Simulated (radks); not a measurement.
Values are calculated unless marked as measured or tabulated.
Task: The mean radii <r> (bohr) of the occupied orbitals of an atom or ion are listed with their occupations. Level of theory: scalar-relativistic Kohn-Sham, BLYP, spin-polarised, spherical densities, finite nucleus; Fermi nuclear charge, rms radius of each element as measured or else 0.836 A^(1/3) + 0.57 fm (a radial shooting solver on a logarithmic mesh with Libxc functionals).

orbital  occ.      <r>
1s          2  0.04860
2s          2   0.2178
2p          6   0.1907
3s          2   0.6519
3p          6   0.6792
3d         10   0.8084
4s          2    2.217

Name the element and its charge. Open shells, if any, are filled with parallel spins first.

Result: Z = 31, gallium, charge +1: Ga+ in [Ar] 3d10 4s2. The 1s radius gives Z: for a bare nucleus <r> = (2 gamma + 1)/(2Z) with gamma = sqrt(1 - (Z/c)^2), 0.04755 bohr for Z = 31, and screening makes it slightly larger (0.04860 here). The occupations add up to 30, and the charge is Z minus that.
